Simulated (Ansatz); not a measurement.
Energy difference R1 + R2 → P1 + P2, each structure at its B3LYP-D3(BJ)/def2-TZVP stationary point, reached from a drawn start (curvature not checked).
R1: SiH4 (SMILES [SiH4]), charge 0, multiplicity 1.
R2, H4OSi (SMILES O[SiH3]) (charge 0, multiplicity 1, Z-matrix in Å and degrees):
```
Si
O 1 1.6528
H 2 0.9599 1 118.60
H 1 1.4758 2 105.81 3 -179.81
H 1 1.4842 4 109.90 2 120.67
H 1 1.4842 4 109.92 5 118.68
```
P1, H6OSi2 (SMILES [SiH3]O[SiH3]) (charge 0, multiplicity 1):
```csv
atom,x (Å),y (Å),z (Å)
Si,1.5456,-0.3225,0.0494
O,-0.0136,-0.1818,-0.4274
Si,-1.5477,0.2948,-0.1146
H,2.3099,-0.9640,-1.0409
H,2.1136,1.0159,0.3348
H,1.6309,-1.1539,1.2729
H,-2.0687,-0.4156,1.0768
H,-2.3842,-0.0272,-1.2898
H,-1.5859,1.7542,0.1387
```
P2: H2 (SMILES [H][H]), charge 0, multiplicity 1.

P less R. No zero-point or thermal terms.

Correlated levels freeze the cores.

The values were computed with Ansatz (a program for electronic structure). No computed number here is a measurement.

Total energies in hartree:

| structure | PBE/def2-TZVPP | PBE0/def2-TZVPP | CCSD(T)/cc-pV(Q+d)Z |
|---|---|---|---|
| R1 | -291.721620 | -291.756591 | -291.452235 |
| R2 | -366.956170 | -366.989388 | -366.662818 |
| P1 | -657.536663 | -657.603842 | -656.973655 |
| P2 | -1.166122 | -1.168485 | -1.173794 |

Work out the reaction energy at each level in kJ/mol (1 hartree = 2625.49964 kJ/mol), and say how far PBE/def2-TZVPP lies from CCSD(T)/cc-pV(Q+d)Z.


- PBE/def2-TZVPP: (-657.536663) + (-1.166122) − (-291.721620) − (-366.956170) = -0.024995 hartree = -65.6 kJ/mol
- PBE0/def2-TZVPP: (-657.603842) + (-1.168485) − (-291.756591) − (-366.989388) = -0.026348 hartree = -69.2 kJ/mol
- CCSD(T)/cc-pV(Q+d)Z: (-656.973655) + (-1.173794) − (-291.452235) − (-366.662818) = -0.032396 hartree = -85.1 kJ/mol
PBE/def2-TZVPP less CCSD(T)/cc-pV(Q+d)Z: 19.5 kJ/mol. CCSD(T)/cc-pV(Q+d)Z is the level counted from, the highest shown, and no exact or measured value.
